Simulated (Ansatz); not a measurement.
## Abstraction of F: CHBr2F + C3H7O → CHBr2 + C3H7FO

Species: CHBr2F (dibromofluoromethane) `FC(Br)Br`, singlet; C3H7O `[CH2]COC`, doublet; CHBr2 `Br[CH]Br`, doublet; C3H7FO (2-fluoroethyl methyl ether) `COCCF`, singlet. A radical takes F: the energy is the difference in strength between two C–F bonds in different surroundings.

Shapes, held fixed at every level: PBE0-D4/def2-TZVP. Flexible molecules stand in one conformer, not always the lowest. Programs: Ansatz 0.2.0. The zero-point and thermal change to 298 K, harmonic and unscaled (PBE0-D4/def2-TZVP), is +6.5 kJ/mol.

(1) Estimate ΔH(298 K) of this reaction.

## Answers

(1) The highest level, CCSD(T)/def2-TZVPP, gives ΔH(298 K) = -22.2 kJ/mol; the levels span -27.9 to -12.7. The column of differences is taken from that level and isn't an error. No measured value is set beside it here. Open shells run unrestricted. Relativity is left out for Br. Outer-core shells of Br are correlated in most correlated rows, in sets that cover them unevenly. Times are processor times on shared x86 and Arm servers, and rough.

```csv
level,kind,ΔH(298 K) (kJ/mol),less CCSD(T)/def2-TZVPP,CPU time (sum over the molecules)
MP2/def2-SVP,perturbation theory,-21.7,+0.5,–
HF/def2-SVP,Hartree–Fock,-27.1,-4.9,–
r2SCAN-D4/def2-TZVPP,meta-GGA,-12.7,+9.5,77 s
PBE0-D4/def2-TZVPP,global hybrid,-19.3,+2.9,56 s
wB97M-V/def2-TZVPP,range-separated hybrid,-18.3,+3.9,2.9 min
wB97X-V/def2-TZVPP,range-separated hybrid,-23.5,-1.3,2 min
CCSD(T)/def2-SVP,coupled cluster or CI,-27.9,-5.7,1.8 min
CCSD(T)/def2-TZVPP,coupled cluster or CI,-22.2,0.0,18 min
```
